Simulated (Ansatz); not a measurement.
Input file for Ansatz (a program for electronic structure): R-PBE0/def2-TZVPPD on H2Se (SMILES [SeH2]) with ghost functions, monomers drawn apart or pushed together. Files ending in .json are basis or fitting sets from the Basis Set Exchange.

Ansatz 0.2 input:
```yaml
crystal:
  periodic: [false, false, false]
  atoms:
    - {symbol: Se, position_ang: [0.94936490, 1.43402535, 5.67888459]}
    - {symbol: H, position_ang: [0.50906757, 0.03443669, 5.65962861]}
    - {symbol: H, position_ang: [0.30301295, 1.66947515, 6.98074615]}
basis:
  gaussian:
    orbitals: def2-TZVPPD.json
    ghost_atoms:
      - {symbol: C, position_ang: [0.35369503, 0.06697859, -0.32921508]}
      - {symbol: O, position_ang: [1.08376514, -0.66806895, 0.27787216]}
      - {symbol: H, position_ang: [0.20414094, -0.03381530, -1.42102299]}
      - {symbol: H, position_ang: [-0.20388032, 0.87851390, 0.17369570]}
hamiltonian:
  xc: {name: PBE0}
scf: {lower_state_search: off}
```

Program output:

```
WARN ansatz: RAYON_NUM_THREADS=1 ignored (pool sized by the plan → 1); use --threads N
Functional definition: PBE0
these checks for a lower state are left out or cut short: stability, starts, cluster_reference, orbital_swaps, neighbouring_geometries, increment
integrals: 0.09 GiB planned
1013 factors; their error is unknown
mean field: 0.78 GiB planned
mean field evaluation 1: about -65373.8904 eV, gradient 8.4e0 eV
mean field evaluation 2: about -65374.0123 eV, gradient 4.5e0 eV
mean field evaluation 4: about -65374.0737 eV, gradient 1.2e-1 eV
mean field evaluation 8: about -65374.3644 eV, gradient 3.1e-1 eV
mean field evaluation 16: about -65374.3644 eV, gradient 1.2e-6 eV
mean field -65374.36441153 eV, -2402.4635797880 hartree, gradient 1.2e-6 eV, S^2 0.000000; 0 other end points of the search recorded, 0 dependent functions left out
reference -65374.36444498 eV, -2402.4635810171 hartree; 18, 18 occupied and 184, 184 virtual orbitals, 1013 factors
Total energy: -65374.36444498 eV, -2402.4635810171 hartree
Checks for a lower state left out: stability, starts, cluster_reference, orbital_swaps, neighbouring_geometries, increment
```

The calculation finished and met its thresholds.

Cost: about 3 core-seconds (a rough figure).
